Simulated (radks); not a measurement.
Task: All-electron atom: Mg II in [Ne] 3s1. Method: scalar-relativistic Kohn-Sham, LDA (Slater exchange, VWN5 correlation), spin-polarised, spherical densities, finite nucleus; open shells are filled with parallel spins first; Fermi nuclear charge, rms radius 3.057 fm; computed with a radial shooting solver on a logarithmic mesh with Libxc functionals. Some entries of the table are withheld. Estimate them.

orbital  occ.  eigenvalue (eV)  <r> (bohr)
1s up       1        -1262.618      0.1311
1s down     1        -1262.525      0.1311
2s up       1         -88.3906      0.7004
2s down     1         -88.2578      0.6995
2p up       3         -55.8145      0.6897
2p down     3         -55.6592      0.6873
3s up       1         -12.0019       2.749
3s down     0         -10.5869       2.819
3p up       0          -7.5470         (1)
3p down     0          -6.3683         (2)
4s up       0          -3.3122       6.852
4s down     0          -3.0808       7.214
3d up       0          -2.9975       5.238
3d down     0          -2.4633       6.172

Result: 
(1) 3p up <r> (bohr): 3.376
(2) 3p down <r> (bohr): 3.612
